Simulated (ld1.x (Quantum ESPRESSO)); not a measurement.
**u(r) = r·R(r): atom against pseudo-atom (Tc (Z = 43))**

Columns: radius, all-electron u(r) and pseudo u(r) of the 4s shell (level -73.35 eV) of technetium in the configuration [Ar] 3d10 4s2 4p6 4d5 5s2 5p0; Wu–Cohen, scalar-relativistic, TM scheme, ld1.x (Quantum ESPRESSO) 7.5.

```
r (bohr)  all-electron   pseudo
   0.082       -0.3593  -0.0866
   0.165       -0.0740  -0.1761
   0.248        0.4798  -0.2694
   0.330        0.6110  -0.3669
   0.413        0.3843  -0.4723
   0.495        0.0059  -0.5830
   0.578       -0.3845  -0.6997
   0.660       -0.7028  -0.8147
   0.742       -0.9295  -0.9212
   0.825       -1.0673  -1.0093
   0.908       -1.1273  -1.0665
   0.990       -1.1276  -1.0849
   1.072       -1.0861  -1.0640
   1.155       -1.0168  -1.0087
   1.238       -0.9318  -0.9300
   1.320       -0.8409  -0.8408
   1.402       -0.7492  -0.7492
   1.485       -0.6597  -0.6597
   1.568       -0.5759  -0.5759
   1.650       -0.5001  -0.5001
   1.733       -0.4310  -0.4310
   1.815       -0.3704  -0.3704
   1.898       -0.3163  -0.3163
   1.980       -0.2698  -0.2698
   2.062       -0.2294  -0.2294
   2.145       -0.1941  -0.1941
```

Problem. How many radial nodes do the two functions have?

Solution. The all-electron 4s function has n − l − 1 = 3 (the table is too coarse to show those close to the nucleus); the pseudo-wave has 0, since the states of the same l below it are removed with the core.

Problem. At about which radius was the pseudo-wave matched?

Solution. 1.45 bohr. The columns agree to 0.0005 from 1.32 bohr on; several derivatives are matched, so the curves merge somewhat inside the radius.

Problem. Where does each function peak?

Solution. Outermost all-electron maximum near 0.99 bohr, pseudo maximum near 0.99 bohr (to the table’s step).

Problem. Is the pseudo-wave norm-conserving?

Solution. Yes: the TM scheme keeps the norm inside the radius equal to the all-electron one, which fixes the energy derivative of the logarithmic derivative at the level.
